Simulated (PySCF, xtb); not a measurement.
Te(Cl)(SMe) (CH3ClSTe), SMILES CS[Te]Cl.

xtb with GFN2-xTB at its own geometry gives an orbital gap of 3.17 eV and a dipole moment of 2.47 D.

Geometry optimised at B3LYP-D3(BJ)/def2-SVP. This is a generated structure with no PubChem entry under its InChIKey; it may be hypothetical. The def2 effective core potentials stand for the cores of Te; spin–orbit coupling is left out. The values are those of a single conformer.

Problem. What does HF/def2-TZVP (PySCF) give? (The exact figures need the calculation; the answer reports its results.)

Solution. gap 9.72 eV (levels -9.03 and 0.69 eV), dipole 2.92 D.
